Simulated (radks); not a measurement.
Species: K. Configuration: [Ar] 4s1.

Calculated with a radial shooting solver on a logarithmic mesh with Libxc functionals: scalar-relativistic Kohn-Sham, PW91, spin-unpolarised, spherical densities, finite nucleus; Fermi nuclear charge, rms radius 3.4349 fm.

Energy parts (hartree):
total: -602.29484
kinetic: 605.88659
electron-nucleus: -1433.12988
Hartree: 258.51877
exchange-correlation: -33.57032

Orbitals (lengths in bohr, moments of r in powers of bohr):
\begin{tabular}{lrrrr}
orbital & occ. & eigenvalue (hartree) & <r^2> & <r^4> \\ \hline
1s & 2 & -129.4835 & 0.008837 & 0.0002013 \\
2s & 2 & -12.99228 & 0.1782 & 0.05667 \\
2p & 6 & -10.30409 & 0.1524 & 0.04877 \\
3s & 2 & -1.30077 & 1.864 & 5.781 \\
3p & 6 & -0.69392 & 2.446 & 11.08 \\
4s & 1 & -0.08558 & 29.25 & 1456 \\
\end{tabular}

The highest occupied level is 4s at -2.329 eV. The density falls to 0.001 e/bohr^3 at r = 4.39 bohr. Summed over all electrons, <r^2> = 48.95 bohr^2, which gives a Langevin (diamagnetic) susceptibility term of -38.8 x 10^-6 cm^3/mol. For comparison, the ionisation energy in NIST's Atomic Spectra Database is 4.341 eV (measured). In exact Kohn-Sham theory the highest level is minus the ionisation energy, but local and semilocal functionals leave it too shallow, through self-interaction and a potential that decays too fast; potentials with the right tail come closer. The electron density at the nucleus is 5214 e/bohr^3 (large components only).

Beside tabulated values, note that spin-unpolarised runs miss the spin-polarisation part of the exchange energy of open shells.
